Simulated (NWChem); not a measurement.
Species: C$_{2}$HF$_{4}$, doublet; SMILES [CH](C(F)(F)F)F

```xyz
7

F     -0.0873    -1.9989    -0.0172
C      0.7064    -0.9309    -0.0985
C      0.0206     0.3882    -0.0253
F     -0.5066     0.6384     1.1984
F     -0.9888     0.4696    -0.9109
F      0.9151     1.3610    -0.2896
H      1.7251    -1.0645     0.2478
```
Atoms are numbered in this order, from 1.

All runs: NWChem. Pople sets run with spherical d functions. Spin-unrestricted. All runs use the structure optimised with B3LYP/6-31G* (spherical d), spin-unrestricted. No stability test was run on the SCF state. Atomic charges in e: unrestrained fits to the electrostatic potential beside Mulliken populations; buried atoms are poorly determined by the fit.

Task: Predict the results for UHF/6-31G*. Quantities: ESP F1; Mulliken F1; ESP C2; Mulliken C2; ESP C3; Mulliken C3; ESP F4; Mulliken F4; ESP F5; Mulliken F5; relative RMS misfit of the potential (%).

Result: 
| Property | Value |
|---|---|
| ESP F1 | -0.16 |
| Mulliken F1 | -0.38 |
| ESP C2 | -0.05 |
| Mulliken C2 | 0.16 |
| ESP C3 | 0.88 |
| Mulliken C3 | 1.24 |
| ESP F4 | -0.27 |
| Mulliken F4 | -0.42 |
| ESP F5 | -0.26 |
| Mulliken F5 | -0.41 |
| relative RMS misfit of the potential (%) | 21 |
